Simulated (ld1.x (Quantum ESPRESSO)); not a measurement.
**Cr ultrasoft: all-electron and pseudo phase curves**

chromium, ultrasoft, made with ld1.x (Quantum ESPRESSO) 7.5 (LDA (PZ), fully relativistic). Core [Ne], reference 3s2 3p6 3d5 4s1 4p0. Waves: 3s (bound): rcut 1.25, rcutus 1.45 bohr; 4s (bound): rcut 1.25, rcutus 1.45 bohr; 3p (bound): rcut 1.35, rcutus 1.45 bohr; 4p (bound, empty): rcut 1.35, rcutus 1.45 bohr; 3d (bound): rcut 1.75, rcutus 2.30 bohr; 3d channel at 3.85 Ry: rcut 1.75, rcutus 2.30 bohr; 4f channel at 0.2 Ry: rcut 2.25, rcutus 2.40 bohr; 4f channel at 2.05 Ry: rcut 2.25, rcutus 2.40 bohr. Local part: all-electron potential smoothed inside 1.60 bohr (lloc = -1). Core correction: none. Augmentation charge: PSQ, radius 1.20 bohr.

Open shells are filled in proportion to 2j + 1 (rel_dist='average').

The phase is arctan(r·u′/u) with u = r·R(r), unwrapped; energies in Ry, scanned from -7 to 5 Ry. A pole is an energy at which the radial function vanishes at the test radius. The pseudo phase is shifted by a multiple of π to meet the all-electron one at the reference energy, and phase errors are pseudo minus all-electron; the curves can meet again beyond the range given. Levels narrower than the energy grid can be missing from the lists of poles.

| channel | radius (bohr) | reference energy (Ry) | poles, all-electron | poles, pseudo | unbroken range about the reference energy with phases within 0.05 rad | phase error 1 Ry above the reference energy (rad) |
| --- | --- | --- | --- | --- | --- | --- |
| s | 2.59 | -0.31 | -5.39, 2.09 | -5.39, 2.09 | above -2.6 | -0.000 |
| p1/2 | 2.59 | -0.08 | -3.35, 3.02 | -3.35, 3.01 | the whole range | -0.000 |
| p3/2 | 2.59 | -0.08 | -3.27, 3.06 | -3.27, 3.05 | the whole range | -0.000 |
| d3/2 | 2.59 | -0.23 | 0.00, 4.60 | 0.00, 4.61 | the whole range | +0.002 |
| d5/2 | 2.59 | -0.23 | 0.01, 4.61 | 0.01, 4.62 | the whole range | +0.002 |
| f5/2 | 2.59 | 0.20 | 4.76 | 4.80 | the whole range | +0.000 |
| f7/2 | 2.59 | 0.20 | 4.76 | 4.80 | the whole range | +0.000 |

The ghost test of this file was not conclusive. Its overlap operator is not positive definite in a basis up to 400 Ry (lowest eigenvalue s -0.36), so the file is unfit for use: the generalised eigenproblem breaks down once the basis is large enough, and its test numbers describe a broken file.

Phases in the p3/2 channel:

```csv
E (Ry),all-electron,pseudo
-7.00,1.419,1.419
-6.74,1.415,1.415
-6.48,1.412,1.412
-6.22,1.408,1.408
-5.96,1.404,1.404
-5.70,1.400,1.400
-5.44,1.395,1.395
-5.18,1.389,1.389
-4.92,1.383,1.383
-4.66,1.377,1.377
-4.40,1.368,1.368
-4.14,1.358,1.358
-3.88,1.342,1.342
-3.62,1.310,1.310
-3.36,0.781,0.781
-3.10,-1.738,-1.738
-2.84,-1.780,-1.780
-2.58,-1.803,-1.803
-2.32,-1.822,-1.822
-2.06,-1.842,-1.842
-1.80,-1.865,-1.865
-1.54,-1.891,-1.891
-1.28,-1.924,-1.924
-1.02,-1.966,-1.966
-0.76,-2.022,-2.022
-0.50,-2.102,-2.102
-0.24,-2.223,-2.223
0.02,-2.423,-2.423
0.28,-2.772,-2.772
0.54,-3.308,-3.308
0.80,-3.825,-3.825
1.06,-4.150,-4.150
1.32,-4.338,-4.338
1.58,-4.453,-4.454
1.84,-4.531,-4.531
2.10,-4.587,-4.588
2.36,-4.630,-4.631
2.62,-4.665,-4.665
2.88,-4.694,-4.695
3.14,-4.720,-4.721
3.40,-4.743,-4.744
3.66,-4.766,-4.767
3.92,-4.787,-4.789
4.18,-4.810,-4.812
4.44,-4.833,-4.836
4.70,-4.859,-4.863
4.96,-4.889,-4.894
```
